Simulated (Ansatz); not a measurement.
Geometry optimisation, Ansatz 0.2.0, RHF/6-31G*.

Input file:

```yaml
crystal:
  periodic: [false, false, false]
  atoms:
    - { symbol: Al, position_ang: [-0.171233, 0.427786, -0.481245] }
    - { symbol: "N", position_ang: [0.016584, 0.166342, 2.602919] }
    - { symbol: H, position_ang: [-0.802743, -0.035016, 3.142763] }
    - { symbol: H, position_ang: [0.81538, 0.056701, 3.194864] }
    - { symbol: H, position_ang: [1.17376, -0.161798, -1.031469] }
    - { symbol: O, position_ang: [-1.700244, -0.191832, -0.846216] }
    - { symbol: H, position_ang: [-1.811049, -1.015742, -1.29695] }
    - { symbol: F, position_ang: [-0.146518, 1.895394, 0.313083] }
    - { symbol: H, position_ang: [-0.032637, 1.147964, 2.302952] }
basis:
  gaussian: { orbitals: "6-31G*" }
hamiltonian:
  xc: hf
relax:
  f_tol: 0.03
  max_steps: 50
```

Command:

```bash
$ ansatz run input.yaml --threads 1 --pin off --max-ram 2048MiB --backend cpu --events-out ev --progress --plain --runs-dir out
```

Where does it end, and by what steps?

It converged. After 12 steps the energy has fallen by 1.030 eV; H3 moved furthest, 0.83 Å. Joined: Al1–N2 (3.10 → 2.05 Å).

```
step  energy less start (eV)  largest force component (eV/Å)  accepted
   0                  0.0000                           1.081       yes
   1                 -0.1338                           1.201       yes
   2                 -0.3635                           1.190       yes
   3                 -0.6693                           1.201       yes
   4                 -0.8488                           1.913       yes
   5                 -0.9645                           0.348       yes
   6                 -0.9940                           0.212       yes
   7                 -1.0040                           0.163       yes
   8                 -1.0100                           0.468       yes
   9                 -1.0188                           0.224       yes
  10                 -1.0194                           0.224       yes
  11                 -1.0278                           0.128       yes
  12                 -1.0299                           0.026       yes
```

```xyz
9
Properties=species:S:1:pos:R:3
Al -0.057 0.445 0.056
N -0.063 0.292 2.099
H -0.908 -0.202 2.334
H 0.716 -0.209 2.489
H 1.331 -0.149 -0.442
O -1.501 -0.477 -0.128
H -1.876 -0.711 -0.962
F -0.203 2.097 -0.068
H -0.099 1.203 2.523
```

Run time: 14 s on 1 thread of Intel(R) Xeon(R) 6975P-C (Granite Rapids) (shared host), peak memory 0.17 GiB.
